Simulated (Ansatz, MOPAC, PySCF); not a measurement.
Two conformers of C4H8O (SMILES C=CCOC), B3LYP-D3(BJ)/def2-TZVP minima.
Conformer 1 (charge 0, multiplicity 1):
```xyz
13

C      1.840     0.753    -0.203
C      1.137    -0.366    -0.097
C      0.091    -0.615     0.948
O     -1.164    -0.986     0.397
C     -1.823     0.075    -0.267
H      2.599     0.882    -0.964
H      1.686     1.583     0.479
H      1.299    -1.181    -0.797
H      0.385    -1.458     1.578
H     -0.018     0.269     1.591
H     -2.780    -0.313    -0.612
H     -2.002     0.917     0.415
H     -1.251     0.440    -1.126
```
Conformer 2 (charge 0, multiplicity 1):
```xyz
13

C     -2.447    -0.316     0.169
C     -1.387     0.454    -0.029
C     -0.044    -0.054    -0.438
O      0.936     0.464     0.446
C      2.246     0.093     0.081
H     -2.392    -1.394     0.068
H     -3.410     0.101     0.436
H     -1.460     1.530     0.089
H     -0.028    -1.152    -0.432
H      0.184     0.273    -1.465
H      2.374    -0.997     0.097
H      2.502     0.458    -0.923
H      2.924     0.540     0.806
```

No zero-point or thermal terms.

The state that PM3 reach isn't checked.

Codes used: Ansatz (Gaussian orbitals); MOPAC for PM3 (differences of heats of formation); PySCF for the dispersion terms. 

One of these levels gives 1.7 kJ/mol for the electronic energy of conformer 2 less that of conformer 1. Which one is it?
(A) PBE-D3(BJ)/def2-TZVPP
(B) PBE0/def2-TZVPP
(C) PM3

A, PBE-D3(BJ)/def2-TZVPP. The others give 5.2 (PM3), 0.0 (PBE0/def2-TZVPP)

Ansatz is an electronic-structure program.
